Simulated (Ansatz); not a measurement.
Compare A (`[SiH3]C#CC=S`) with its isomer B (`C#CC1[SiH2]S1`).

Program: Ansatz. Geometries: PBE0-D4/def2-TZVP. ΔE: electronic, gas phase. CCSD(T)/CBS adds triple-zeta CCSD(T) − MP2 to the extrapolated MP2 energy (def2 sets, frozen cores). DFT in def2-TZVPP.

Task: Which is lower in electronic energy at CCSD(T)/CBS, and by how much? (Estimate.)

Result: The calculation gave: B, by 37.5 kJ/mol.

Task: Give E(B) − E(A) in kJ/mol with CCSD(T)/def2-TZVPP, MP2/def2-TZVPP, LDA (SPW92), B2PLYP, PBE0-D4, BLYP-D4, CCSD(T)/def2-SVP. (Estimate.)

Result: The calculation gave: CCSD(T)/def2-TZVPP -29.3, MP2/def2-TZVPP -40.3, LDA (SPW92) -56.9, B2PLYP -23.6, PBE0-D4 -50.5, BLYP-D4 -11.5, CCSD(T)/def2-SVP -10.7. None reverses the order clearly.

Largest T1 diagnostic: 0.016.

From r2SCAN to r2SCAN0 (25 % exact exchange), in def2-TZVPP and without D4, E(B) − E(A) moves by −11.0 kJ/mol. The D4 term adds −6.3 kJ/mol with B3LYP and −3.1 kJ/mol with PBE0; it sums over pairs of atoms, weighted by their polarisabilities, and B3LYP, whose exchange is more repulsive, gets the larger term.

B3LYP here is the variant with VWN-RPA as its local correlation; programs differ in this.
